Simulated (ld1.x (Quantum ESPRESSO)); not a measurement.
# Ir: one change to a TM potential, before and after

| Property | Result |
| --- | --- |
| Element | iridium |
| Generator | ld1.x (Quantum ESPRESSO) 7.5 |
| Type | norm-conserving Troullier–Martins (Kleinman–Bylander form) |
| Functional | revPBE |
| Relativity | scalar-relativistic |
| Frozen core | [Kr] 4d10 4f14 5s2 |
| Valence charge | 15 |
| Reference configuration | 5p6 5d7 6s1.5 6p0 (charge +0.5) |
| Partial waves | 5p (bound): rc 1.20 bohr; 5d (bound): rc 1.70 bohr; 6s (bound): rc 2.35 bohr |
| Local potential | the s channel |
| Core correction | a·sin(br)/r model core inside 0.70 bohr |

All-electron outer shells of the reference configuration (revPBE, scalar-relativistic, ld1.x):

```
shell  level (eV)  outermost node (bohr)  outermost maximum (bohr)
   5s     -101.91                   0.50                      0.89
   4f      -66.11                      –                      0.39
   5p      -58.66                   0.54                      1.01
   5d      -11.05                   0.59                      1.29
   6s       -9.76                   1.17                      2.35
   6p       -4.01                   1.39                      3.22
```

Change: reference 5p6 5d7 6s1 6p1 (6p counted twice).

Cutoffs: the cutoffs (Ry, on a coarse ladder) from which the occupation-weighted sum of valence levels, in a spherical-Bessel basis at the reference potential, stays within 10 and 1 mRy of its value at 400 Ry; they do not see the model core or the augmentation charge, which bear on the density cutoff. Errors are all-electron minus pseudo energies relative to the spin-unpolarised reference configuration.

Task: What does the change do?

Result: The potential gets neither clearly harder nor softer (120 Ry and 200 Ry → 120 Ry and 200 Ry); the miss of the reference levels goes from 0.00 to 0.54 eV; neither file shows a bound ghost. In the changed file ld1.x takes every shell without a wave as core, so the model core holds the 6p electrons as well and exchange and correlation see them twice. This cancels in the reference configuration, but the file is broken for other ones, and its errors say nothing about a proper core correction.

```tsv
quantity	base	changed
cutoff, loose	120 Ry	120 Ry
cutoff, tight	200 Ry	200 Ry
bound ghosts	none	none
largest miss of a reference level, eV	0.00	0.54
largest error over its own tests, meV	-996	+1268
s: phases at 2.55 bohr within 0.05 rad from the reference energy up to (Ry; the scan ends near 5)	2.8	2.9
p: phases at 2.55 bohr within 0.05 rad from the reference energy up to (Ry; the scan ends near 5)	-1.3	-1.1
d: phases at 2.55 bohr within 0.05 rad from the reference energy up to (Ry; the scan ends near 5)	1.1	1.3
```
